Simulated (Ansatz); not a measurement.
Z-matrix (Å, degrees):
```
C
H 1 1.0783
H 1 1.0783 2 124.04
Cl 1 1.6854 2 117.98 3 -179.98
```
Charge 0, spin multiplicity 2.

Level of theory: frozen-core CCSD(T)/cc-pVTZ // PBE0-D3(BJ)/def2-TZVP run with Ansatz (a quantum-chemistry and plane-wave program).

The HF energy is -498.51490 Ha and the MP2 correlation energy is -0.33666 Ha.

Question: Estimate the CCSD correlation energy, the (T) correction, the total energy and the T1 diagnostic.

Answer: 
```json
{
 "CCSD correlation energy": "-0.36772 Ha",
 "(T) correction": "-0.01427 Ha",
 "CCSD(T) total energy": "-498.89689 Ha",
 "T1 diagnostic": "0.016"
}
```
